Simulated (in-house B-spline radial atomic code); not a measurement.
Inner levels of caesium as electrons are removed. A shift is the extra binding of the orbital against the neutral atom ([Xe] 6s1). The density at the nucleus is averaged over the nuclear charge. Computed with a B-spline radial code for spherical atoms: Dirac-Hartree-Fock, average of the configuration, finite nuclei.

```tsv
ion	configuration	shift of 3p1/2 (eV)	shift of 3d3/2 (eV)	shift of 3s1/2 (eV)	radius of 3p1/2 (bohr)	radius of 3d3/2 (bohr)	radius of 3s1/2 (bohr)	Σ<r²> (bohr²)	change of density at nucleus (bohr⁻³)
Cs22+	[Ar] 3d10 4s2 4p3	612.38	615.34	611.57	0.28446	0.26581	0.29403	4.0429	395.33
Cs23+	[Ar] 3d10 4s2 4p2	656.3	660.02	655.54	0.2841	0.26524	0.29367	3.5322	455.24
Cs24+	[Ar] 3d10 4s2 4p1	700.91	705.43	700.2	0.28372	0.26465	0.29331	3.0395	516.74
Cs25+	[Ar] 3d10 4s2	746.22	751.57	745.55	0.28333	0.26405	0.29293	2.5639	579.9
Cs26+	[Ar] 3d10 4s1	793.05	799.11	791.11	0.28289	0.26343	0.293	2.1254	-260.57
Cs27+	[Ar] 3d10	?	?	?	?	?	?	?	?
Cs28+	[Ar] 3d9	?	?	?	?	?	?	?	?
Cs29+	[Ar] 3d8	?	?	?	?	?	?	?	?
Cs30+	[Ar] 3d7	1078.18	1103.75	1073.32	0.27586	0.25361	0.28688	1.3747	-713.94
Cs31+	[Ar] 3d6	1159.98	1192.39	1154.4	0.2737	0.25071	0.28495	1.2756	-563.2
Cs32+	[Ar] 3d5	1243.07	1282.6	1236.67	0.27157	0.24789	0.28303	1.1809	-407.71
```

(1) Fill in the row of Cs27+.

(2) Fill in the row of Cs28+.

(3) Fill in the row of Cs29+.

Results:

(1) shift of 3p1/2 (eV): 840.51; shift of 3d3/2 (eV): 847.32; shift of 3s1/2 (eV): 837.28; radius of 3p1/2 (bohr): 0.28243; radius of 3d3/2 (bohr): 0.26279; radius of 3s1/2 (bohr): 0.29273; Σ<r²> (bohr²): 1.7005; change of density at nucleus (bohr⁻³): -1137.67.

(2) shift of 3p1/2 (eV): 918.44; shift of 3d3/2 (eV): 931.21; shift of 3s1/2 (eV): 914.75; radius of 3p1/2 (bohr): 0.28022; radius of 3d3/2 (bohr): 0.25965; radius of 3s1/2 (bohr): 0.29077; Σ<r²> (bohr²): 1.5868; change of density at nucleus (bohr⁻³): -1001.15.

(3) shift of 3p1/2 (eV): 997.66; shift of 3d3/2 (eV): 1016.69; shift of 3s1/2 (eV): 993.44; radius of 3p1/2 (bohr): 0.27803; radius of 3d3/2 (bohr): 0.25659; radius of 3s1/2 (bohr): 0.28882; Σ<r²> (bohr²): 1.4783; change of density at nucleus (bohr⁻³): -859.92.
